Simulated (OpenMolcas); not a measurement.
Bi: from CASSCF to CASPT2

- Program: OpenMolcas 26.06
- Basis: ANO-RCC-VTZP [8s7p5d3f2g]
- Scalar Hamiltonian: DKH2, point nucleus
- Active space: 5 electrons in 8 orbitals (6s 6p 7s 7p)
- State averaging: 2S+1 = 4 odd, 1 root; 2S+1 = 2 odd, 8 roots
- Spin-orbit coupling: state interaction with AMFI integrals over the reference wave functions, term energies averaged over their components

Methods on the same reference wave functions:
A. CASSCF
B. SS-CASPT2, IPEA 0.25 Eh, imaginary shift 0.1 Eh (closed shells correlated: 5d)
C. XMS-CASPT2, IPEA 0.25 Eh, imaginary shift 0.1 Eh (closed shells correlated: 5d)

Energies in cm⁻¹ above 6s² 6p³ ⁴S°_3/2, the measured ground level; measured values from NIST Handbook of Basic Atomic Spectroscopic Data.

```tsv
Level	A	B	C	Measured
6s² 6p³ ⁴S°_3/2 [72 %]	0.0	0.0	0.0	0.0
6s² 6p³ ²D°_3/2 [66 %]	11728	10460	10400	11419
6s² 6p³ ²D°_5/2	16628	14670	14580	15438
6s² 6p³ ²P°_1/2	21881	21840	21830	21661
6s² 6p³ ²P°_3/2 [65 %]	30751	30220	30190	33165
```

Deviations, from unrounded energies. A percentage is the sum of absolute deviations over the sum of measured energies, with the sign that they share, or ± where signs differ.

| Against measurement | Levels | A | B | C |
| --- | --- | --- | --- | --- |
| mean absolute deviation (cm-1) | 4 | 1000 | 1200 | 1300 |
| other terms of the ground configuration (%) | 4 | ±5.1 | ±5.9 | ±6.1 |

A lies closest to measurement on these levels and C furthest from it. The largest miss of A in the table is 6s² 6p³ ²P°_3/2 [65 %], by -2400 cm-1. The ranking rests on the paired levels alone, and a cruder setting can come out closer through cancelling errors.

Between B and C the level of the table that moves most is 6s² 6p³ ²D°_5/2, by 93 cm-1 (lowest in C, highest in B). Moves below CASPT2's spread within the term are not significant.

The mean deviations of B to C differ by less than CASPT2's widest spread within a term (320 cm-1), so their order carries little weight.

From A to B the spin-free energies of the other terms of 6s² 6p³ shown, above ⁴S°, scale by factors of 0.83 to 0.99.

The lowest spin-free term lies below A's lowest term by 0.472 hartree in B, 0.472 hartree in C.

CASPT2 breaks the degeneracy within a term, and the mean is taken; among the terms shown or strongly mixed into the levels shown the widest spread is 320 cm-1 (6s² 6p³ ²D°, C). Active for correlation alone: 7p 7s; no level in the range computed is led by a configuration that fills them, so any true level of that kind is missing. Spin-orbit splittings of 6p shells tend to come out small when the coupling is added on scalar orbitals. Measured partners are found by configuration, term and J. A level has none where our copy of the source lacks it or the pairing is in doubt (some pairs that miss far off the trend of their configuration count as doubtful), and it then counts in no deviation. Levels of configurations outside the active space are missing.

A share in square brackets marks a mixed level and gives the weight of the term that names it, the lowest over the columns. ° marks odd parity.
